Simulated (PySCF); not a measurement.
## Dipole moment and polarisability of `Cl[C@@H]1C[C@H]2CCC[C@H]21`

C7H11Cl.
Atom-mapped SMILES: `[Cl:1][C@@H:2]1[CH2:3][C@H:4]2[CH2:5][CH2:6][CH2:7][C@@H:8]12` (hydrogens: H9 on C2; H10, H11 on C3; H12 on C4; H13, H14 on C5; H15, H16 on C6; H17, H18 on C7; H19 on C8)

Structure used (PBE0-D3(BJ)/def2-SVP), in Å, numbered top down from 1:
```xyz
19
C7H11Cl angstrom
Cl    -3.6004    2.5070    0.7976
C     -2.2565    1.5169    0.1601
C     -2.4810   -0.0015    0.1957
C     -1.2154   -0.1723    1.0661
C      0.0277   -0.7149    0.3606
C      0.5608    0.4650   -0.4573
C      0.3097    1.6726    0.4498
C     -1.0406    1.3795    1.0977
H     -2.0197    1.9318   -0.8299
H     -2.4563   -0.4940   -0.7889
H     -3.4134   -0.2803    0.7038
H     -1.4026   -0.6617    2.0319
H      0.7772   -1.0075    1.1146
H     -0.1830   -1.6085   -0.2481
H     -0.0117    0.5689   -1.3959
H      1.6164    0.3506   -0.7458
H      1.0868    1.7208    1.2307
H      0.3254    2.6360   -0.0843
H     -1.1902    1.8757    2.0657
```

Level: wB97X-D/def2-SVPD (PySCF), static field, nuclei fixed, core orbitals frozen in the response. The polarisability tensor in these axes (au):

```
x   99.45 -8.31 -3.32
y   -8.31 91.76  2.32
z   -3.32  2.32 79.01
```

Q: Diagonalise the tensor; give its mean and Δα, where Δα² is half the sum of the squared differences of the eigenvalues.

A: Principal values 78.38, 86.45 and 105.39 au; mean 90.07 au = 13.35 Å³ = 14.85 × 10⁻⁴⁰ C²·m²/J; Δα = 24.01 au (27 % of the mean).

Q: What is the dipole moment, and where does it point?

A: (1.98, -1.46, -0.47) D, 2.51 D in size, pointing from the negative to the positive side. Measured along this direction, the outermost atoms are Cl1 at the negative end and H16 at the positive end.

Q: Find the Langevin capture rate constant for NH4+ (18.034 u) meeting this molecule (130.055 u), k = 2.342 × 10⁻⁹ cm³/s × √(α in Å³ / reduced mass in u).

A: The reduced mass is 15.84 u, so k = 2.15 × 10⁻⁹ cm³/s. The formula leaves out the permanent dipole, which adds to the capture rate.

Q: In a dilute gas of rigid molecules at 350 K, how does the orientational term μ²/3kT compare with the electronic polarisability?

A: In Gaussian units μ²/3kT = 43.31 Å³ against 13.35 Å³, a ratio of 3.24; the Debye molar polarisation (4π/3)N_A(α + μ²/3kT) is 142.9 cm³/mol, leaving out the vibrational part.

Q: What would n − 1 = 2πNα be for an ideal gas of these molecules at 298.15 K and 1 atm, electronic part alone?

A: N = p/kT = 2.4615 × 10¹⁹ cm⁻³, so n − 1 = 2π × N × 13.35 × 10⁻²⁴ cm³ = 2064 × 10⁻⁶ at long wavelengths, for an ideal gas.

The structure is a single PBE0-D3(BJ)/def2-SVP conformer in the gas phase; no vibrational or solvent corrections.

The run behind these numbers computed excited states and ΔSCF ions as well. Hardware: one thread of an x86-64 server, no GPU, on a shared host. Cost: 6.5 min.
